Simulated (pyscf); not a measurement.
PySCF, gas phase, ωB97X-D3(BJ)/def2-SVP geometries.

SMILES: ClB([S][Mo](=[S])([SH])=[S])Cl
```xyz
9

S     -1.2567     0.0679     2.5014
Mo    -1.7223     0.2951     0.4949
S     -3.6970     0.8809     0.3290
S     -0.4099     1.9513    -0.3993
S     -1.7613    -1.7544    -0.6477
B     -0.0279    -2.1978    -0.5303
Cl     1.1489    -1.1396     0.2412
Cl     0.5265    -3.7018    -1.2215
H     -1.3297     2.3738    -1.2917
```

Problem. What is the homolytic dissociation enthalpy (298 K, ωB97M-D3(BJ)/def2-TZVP) of the B–S bond of `[S]=[Mo](=[S])([SH])[S][B]([Cl])[Cl]`, to [S–Mo(=S)(=S)–SH]• + [Cl–B–Cl]•?

Solution. B–S to [S–Mo(=S)(=S)–SH]• + [Cl–B–Cl]•: 395.9 kJ/mol. The 7 functionals that were run give +348.5 (PBE) to +409.1 kJ/mol (ωB97X-D3(BJ)/def2-TZVP). The radicals are drawn with the spin at the cut bond; how far it spreads was not checked. Other isomers of [S–Mo(=S)(=S)–SH]• were not searched in full and may lie lower. Open-shell species with a d-block atom are single-reference here; other states, and whether the spin sits on metal or ligand, were not checked. Elements past Kr carry the def2 core potentials, without spin-orbit coupling.
